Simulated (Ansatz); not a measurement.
Consider the formal hydrolysis of a Ga–Cl bond: `[F][Ga]([F])[Cl]` + H₂O → `[OH][Ga]([F])[F]` + HCl.

Isolated molecules relaxed with PBE0-D4/def2-TZVP in Ansatz; ΔE leaves out vibrations. CCSD(T)/CBS is the MP2 limit (def2-TZVPP, def2-QZVPP) plus CCSD(T) − MP2 in def2-TZVPP, frozen cores. This one scheme is used for every species. Functionals use def2-TZVPP. HSE06 is defined as in plane-wave codes. For Ga outer-core shells are correlated without core-valence functions, which leaves a few kJ/mol of doubt a bond. Scalar relativity is left out up to krypton. One conformer a species, not always the lowest.

`[F][Ga]([F])[Cl]`:

```xyz
4

F     0.128   -1.030    1.429
Ga   -0.045    0.002    0.054
F    -1.393    1.085    0.061
Cl    1.310   -0.057   -1.544
```

H₂O:

```xyz
3

O    -0.104   -0.060    0.370
H    -0.020   -0.715   -0.326
H     0.123    0.775   -0.045
```

`[OH][Ga]([F])[F]`:

```xyz
5

O    -0.240    1.253   -0.448
Ga    0.128   -0.278    0.332
F     0.658   -0.329    1.976
F    -0.023   -1.796   -0.500
H    -0.524    1.150   -1.361
```

HCl:

```xyz
2

Cl   -0.190   -0.583    0.180
H     0.190    0.583   -0.180
```

CCSD(T)/CBS gives +0.56 eV.

**Question.** Another level gave +0.56 eV. Which?
A. HSE06/def2-TZVPP
B. revPBE-D4/def2-TZVPP
C. RPA@PBE/def2-TZVPP
D. CCSD(T)/def2-TZVPP

**Answer.** B. revPBE-D4 0.56, HSE06 0.60, CCSD(T)/def2-TZVPP 0.51, RPA@PBE/def2-TZVPP 0.47 eV.

Largest T1 diagnostic among the species: 0.015.

From PBE to PBE0 (25 % exact exchange), in def2-TZVPP and without D4, ΔE moves by +0.05 eV. At CCSD(T), def2-SVP lies −0.07 eV from the extrapolated value and def2-TZVPP −0.05 eV.
